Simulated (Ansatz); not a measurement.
`C1=C[SiH2]C1`, one more setting.

```yaml
crystal:
  periodic: [false, false, false]
  atoms:
    - {symbol: C, position_ang: [-0.743663, 0.795598, -0.267872]}
    - {symbol: C, position_ang: [-1.111588, -0.482352, -0.457775]}
    - {symbol: Si, position_ang: [0.532222, -1.060628, 0.169455]}
    - {symbol: C, position_ang: [0.666549, 0.827932, 0.289236]}
    - {symbol: H, position_ang: [-1.340751, 1.686072, -0.471834]}
    - {symbol: H, position_ang: [-2.059360, -0.834432, -0.843728]}
    - {symbol: H, position_ang: [1.443844, -1.747340, -0.788619]}
    - {symbol: H, position_ang: [0.563018, -1.826609, 1.447301]}
    - {symbol: H, position_ang: [0.741557, 1.266060, 1.287461]}
    - {symbol: H, position_ang: [1.391270, 1.324400, -0.360626]}
basis:
  gaussian: {orbitals: def2-SVPD}
hamiltonian: {xc: {name: LC-wPBE}}
output: {forces: true}
```

```sh
$ ansatz run in.yaml --threads 2 --pin off --events-out ev --progress --plain --max-ram 4352MiB
```

Shortened log:

```
Functional definition: LC-wPBE
1119 factors; their error is unknown
586 factors; integrals over basis functions are off by at most 8.0e-6 eV
mean field evaluation 1: about -11073.1277 eV, gradient 3.3e1 eV
mean field evaluation 2: about -11074.6426 eV, gradient 2.3e1 eV
mean field evaluation 4: about -11075.9234 eV, gradient 5.8e-1 eV
mean field evaluation 8: about -11075.8718 eV, gradient 2.5e-1 eV
mean field evaluation 16: about -11075.8719 eV, gradient 1.6e-5 eV
mean field -11075.87190023 eV, -407.0307848378 hartree, gradient 1.5e-5 eV, S^2 0.000000; 0 other end points of the search recorded, 0 dependent functions left out
reference -11075.87190024 eV, -407.0307848381 hartree; 19, 19 occupied and 113, 113 virtual orbitals, 1119 factors
Total energy: -11075.87190024 eV, -407.0307848381 hartree
Atom 0 at    -0.743663     0.795598    -0.267872 Å, force     0.063761    -0.062175     0.024382 eV/Å
Atom 1 at    -1.111588    -0.482352    -0.457775 Å, force     0.115325     0.034039     0.045994 eV/Å
Atom 2 at     0.532222    -1.060628     0.169455 Å, force     0.080000    -0.070197     0.029539 eV/Å
Atom 3 at     0.666549     0.827932     0.289236 Å, force    -0.015949    -0.182528    -0.013521 eV/Å
Atom 4 at    -1.340751     1.686072    -0.471834 Å, force    -0.136352     0.167977    -0.048113 eV/Å
Atom 5 at    -2.059360    -0.834432    -0.843728 Å, force    -0.234502    -0.082603    -0.095316 eV/Å
Atom 6 at     1.443844    -1.747340    -0.788619 Å, force     0.015992     0.007126    -0.027811 eV/Å
Atom 7 at     0.563018    -1.826609     1.447301 Å, force    -0.007476     0.005040     0.031479 eV/Å
Atom 8 at     0.741557     1.266060     1.287461 Å, force    -0.002623     0.086013     0.183996 eV/Å
Atom 9 at     1.391270     1.324400    -0.360626 Å, force     0.121826     0.097308    -0.130629 eV/Å
Dipole moment:    -0.034666     0.119567    -0.009442 e Å
```

Hardware: 2 threads of an Arm Neoverse V2 on a shared host. Wall time 2.5 s, peak host memory 0.4 GiB.
